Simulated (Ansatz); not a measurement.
Consider the redistribution: `[CH3][In]([CH3])[F]` + `C[Si@H]1S[C@H]1F` → `[CH3][In]([CH3])[CH3]` + `F[C@H]1S[Si@@H]1F`.

Gas-phase electronic energies from Ansatz, PBE0-D4/def2-TZVP geometries. CCSD(T)/CBS adds triple-zeta CCSD(T) − MP2 to the extrapolated MP2 energy (def2 sets, frozen cores). DFT in def2-TZVPP. B3LYP here is the variant with VWN-RPA as its local correlation; programs differ in this. Elements past krypton have def2 core potentials. For In outer-core shells are correlated without core-valence functions, which leaves a few kJ/mol of doubt a bond.

```
             level  ΔE (kcal/mol)  difference from CCSD(T)/CBS
         r2SCAN-D4           -0.3                          1.8
           PBE0-D4           -0.7                          1.4
          B3LYP-D4           -0.7                          1.4
            B2PLYP           -1.9                          0.2
               PBE            0.5                          2.6
   CCSD/def2-TZVPP           -3.8                         -1.7
CCSD(T)/def2-TZVPP           -3.6                         -1.5
     HF/def2-QZVPP           -3.0                         -0.9
SCS-MP2/def2-QZVPP           -2.8                         -0.7
     MP2/CBS(def2)           -2.3                         -0.2
       CCSD(T)/CBS           -2.1                            0
```

Largest T1 diagnostic among the species: 0.014.

From PBE to PBE0 (25 % exact exchange), in def2-TZVPP and without D4, ΔE moves by −1.3 kcal/mol.
